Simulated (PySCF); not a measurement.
Hf(OH)3 (H₃HfO₃), SMILES [OH][Hf+]([OH])[OH], charge +1, multiplicity 1.

Geometry optimised at PBE-D3(BJ)/def2-SVP. The multiplicity is an assumed one; other spin states were not compared. The isomer is the one that the SMILES or the coordinates give; other isomers of the formula were not compared. The def2 effective core potentials stand for the cores of Hf; spin–orbit coupling is left out. The values are those of a single conformer.

Calculation: PBE-D3(BJ)/def2-SVP (PySCF).

Frequencies are harmonic and unscaled.

Modes within 1.5 cm⁻¹ of each other (mostly degenerate sets) share a row, with their intensities summed.

Computed vibrational spectrum:
| mode | ν (cm⁻¹) | IR (km/mol) | moving atoms (share of kinetic energy) |
|---|---|---|---|
| 1 | 140 | 0.9 | O 62 %, H 21 %, Hf 17 % |
| 2–3 | 190 | 1.0 | O 79 %, H 15 % |
| 4 | 264 | 0.0 | H 88 %, O 12 % |
| 5–6 | 381 | 722.6 | H 84 %, O 16 % |
| 7–8 | 493 | 81.6 | H 86 %, O 14 % |
| 9 | 545 | 341.7 | H 76 %, O 23 % |
| 10–11 | 749 | 212.5 | O 81 %, Hf 12 % |
| 12 | 774 | 21.5 | O 88 % |
| 13–14 | 3785 | 1100.9 | H 94 % |
| 15 | 3796 | 272.4 | H 94 % |
